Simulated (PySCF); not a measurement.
**Question.** Give a PBE0-D3(BJ)/def2-SVP geometry of `CSc1cnc2nsnc2n1`.

**Answer.** 
```xyz
15
C5H4N4S2 angstrom
C     -2.9124   -0.3490   -0.2229
S     -2.1165    1.2553   -0.3851
C     -0.4508    0.8076   -0.1136
C      0.5133    1.8951   -0.1747
N      1.7859    1.7290    0.0039
C      2.1667    0.4488    0.2565
N      3.4186    0.0671    0.4676
S      3.3617   -1.5399    0.7205
N      1.7605   -1.8138    0.5736
C      1.2082   -0.6347    0.3174
N     -0.1161   -0.4298    0.1265
H     -2.7345   -0.7640    0.7778
H     -3.9849   -0.1755   -0.3808
H     -2.5221   -1.0464   -0.9756
H      0.1481    2.9091   -0.3825
```

Any rigid rotation of these coordinates is as good. Atoms count from 1 in this order. The 6-membered ring C3–C4–N5–C6–C10–N11 has internal angles of 114.9° to 123.3°; it is planar, 0.00 Å rms from its mean plane, widest ring torsion 0°. The 11 heavy atoms lie in one plane (0.001 Å rms). S8 (ring sulfur) is bent (angle 100.7°). N7 (pyridine-type nitrogen) is bent (angle 106.0°).

Bonds between heavy atoms (Å): C1–S2 1.798, S2–C3 1.746, C3–C4 1.455, C4–N5 1.296, N5–C6 1.359, C6–N7 1.326, N7–S8 1.628, S8–N9 1.631, N9–C10 1.327, C10–N11 1.354, C3–N11 1.304, C6–C10 1.448.

Method: PBE0-D3(BJ)/def2-SVP geometry optimisation, gas phase (PySCF).

Point group: Cs (tolerance 0.08 Å). Whether it is a minimum is left open (no frequencies). The numbers are those of one conformer (C1–S2–C3–C4 180°).

On one thread of an Intel Xeon Platinum 8488C, on a shared host, this took 1.9 min and 0.87 GiB of memory at its peak. That covers the optimisation of the geometry.
